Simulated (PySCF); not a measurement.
## Gas-phase XPS of `CC#C[Si@H](CC)N[SiH3]`, computed

Species: C5H13NSi2.
Numbering: `[CH3:1][C:2]#[C:3][Si@H:4]([CH2:5][CH3:6])[NH:7][SiH3:8]`

Method used: PySCF, delta-SCF UKS SCAN, pcX-2 on the ionised atom, pcseg-1 elsewhere, spin-free X2C. Each binding energy is the total energy of the core-ionised species, with the hole localised on one atom, minus that of the ground state; both are solved self-consistently, so orbital relaxation is included.

**Question.** What binding energy does each computed site have?

**Answer.** 
| atom(s) | bonded to | level | binding energy (eV) | 2p1/2 (eV) | above the level's lowest (eV) | count |
| --- | --- | --- | --- | --- | --- | --- |
| Si4 | N, 2 C and H | Si 2p3/2 | 106.49 | 107.11 | 0.00 | 1 |
| Si8 | N and 3 H | Si 2p3/2 | 106.80 | 107.42 | +0.31 | 1 |
| C3 | C (triple bond) and Si | C 1s | 289.26 | – | 0.00 | 1 |
| C5 | C, 2 H and Si | C 1s | 289.85 | – | +0.59 | 1 |
| C2 | C (triple bond) and C | C 1s | 290.07 | – | +0.81 | 1 |
| C6 | C and 3 H | C 1s | 290.44 | – | +1.18 | 1 |
| C1 | C and 3 H | C 1s | 291.58 | – | +2.32 | 1 |
| N7 | H and 2 Si | N 1s | 403.86 | – | 0.00 | 1 |
| Si4 | N, 2 C and H | Si 1s | 1846.46 | – | 0.00 | 1 |
| Si8 | N and 3 H | Si 1s | 1846.67 | – | +0.21 | 1 |

The listed C 1s values span 2.32 eV, from C3 (bonded to C (triple bond) and Si) to C1 (bonded to C and 3 H).

The 2 Si 1s values lie within 0.21 eV of each other; Gaussian lines of 0.5 eV full width would blend them into one maximum.

Lowest listed Si 2p3/2: Si4, bonded to N, 2 C and H. Highest, 0.31 eV above it: Si8, bonded to N and 3 H. Summing the Pauling electronegativity differences to the bonded atoms, each weighted by its formal bond order, gives +2.74 for the lowest site and +2.04 for the highest; the largest sum, +2.74, belongs to Si4, 0.31 eV below the top. The smallest sum, +2.04, belongs to Si8, 0.31 eV above the lowest.

**Question.** Which photon wavelength matches the C 1s of C5 threshold?

**Answer.** λ = hc/E = 12398.42 eV Å / 289.85 eV = 42.775 Å.

**Question.** Which effective nuclear charge Zeff reproduces each element's mean 1s value in the hydrogen-like formula E = 13.606 eV × Zeff²?

**Answer.** C (Z = 6): mean 290.2 eV, Zeff = 4.62, Z − Zeff = 1.38; N (Z = 7): mean 403.9 eV, Zeff = 5.45, Z − Zeff = 1.55; Si (Z = 14): mean 1846.6 eV, Zeff = 11.65, Z − Zeff = 2.35. Means run over the listed sites, weighted by atom count.

Spin contamination (⟨S²⟩ against 0.75 for a pure doublet) is marked for C 1s of C2 (0.86), which makes this value less certain. The 2p values add to the ΔSCF energy of one spin-free hole a correction within the shell (spin–orbit coupling, ligand field). 2p1/2 minus 2p3/2 (ligand field included): Si 0.62 eV. Geometry: PBE0-D3(BJ)/def2-SVP, one conformer, isolated molecule.

Time: 11 min wall, 7.6 min CPU; peak memory 0.77 GiB. Hardware: one thread of an Intel Xeon Platinum 8488C, no GPU (shared host).

The values belong to the conformer `[CH3:1][C:2]#[C:3][Si@H:4]([CH2:5][CH3:6])[NH:7][SiH3:8]`: C3–Si4–C5–C6 56°, C3–Si4–N7–Si8 -100°.
